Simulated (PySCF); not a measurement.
GaH6N3. Atoms are numbered in the order given.

```xyz
10

Ga     0.0116     0.0021     0.0000
N     -0.0931     0.9148    -1.5977
H      0.2116     1.8914    -1.6206
H      0.2395     0.4417    -2.4419
N      0.0812    -1.8407     0.0000
H     -0.2633    -2.3276     0.8320
H     -0.2633    -2.3276    -0.8320
N     -0.0931     0.9148     1.5977
H      0.2395     0.4417     2.4419
H      0.2116     1.8914     1.6206
```
Charge 0, spin multiplicity 1.

Geometry optimised at PBE-D3(BJ)/def2-SVP. The structure was generated by enumeration; whether it is a known compound was not checked. Other conformers were not sampled.

Level of theory: PBE/def2-TZVP (PySCF).

Isolated molecule, no solvent.

Task: Estimate the frontier levels, gap, dipole moment and polarisability. (An estimate is asked for; the answer gives what the named calculation found.)

Result: 
```yaml
highest_occupied_level: -5.40 eV
lowest_empty_level: -0.82 eV
orbital_gap: 4.58 eV
dipole_moment: 0.81 D
quadrupole, principal values (traceless, Buckingham form, about the centre of nuclear charge): -10.93, 3.86, 7.07 D·Å
mean_static_polarisability: 53.1 bohr³ (7.87 Å³)
polarisability_principal_values: 41.9, 58.5, 58.9 bohr³
```
